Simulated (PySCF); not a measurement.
# Ionisation energy of In²⁴⁺ by level of theory

In²⁴⁺ [Ar] 3d7 (4F) → In²⁵⁺ [Ar] 3d6 (5D), as a difference of total energies. Calculation: PySCF 2.14, in an even-tempered Gaussian basis (19 s from 2.7 bohr⁻², ratio 2.5; 13 p from 3.5 bohr⁻², ratio 2.5; 8 d from 3.5 bohr⁻², ratio 2.5; 4 f from 16 bohr⁻², ratio 2.7; 3 g from 24 bohr⁻², ratio 2.7); scalar relativity by spin-free X2C-1e. Correlated levels: outer shells: [Ne] frozen; virtual orbitals above 40 to 60 times the deepest correlated orbital energy dropped. The calculations carry no spin-orbit coupling.

```csv
method,ionisation energy (eV)
UHF,1255.5
LDA,1256.6
PBE,1256.9
PBE0,1257.0
r2SCAN,1257.8
BLYP,1256.9
BP86,1257.4
MP2 (outer shells),1256.8
SCS-MP2 (outer shells),1256.9
```

A first-order spin-orbit estimate (lowest level to lowest level, LS coupling) adds 1.596 eV.

Breit and QED terms and the two-electron picture change are absent.

For comparison: 1255 ± 4 eV (theoretical estimate listed by NIST; NIST Atomic Spectra Database, ionization energies).
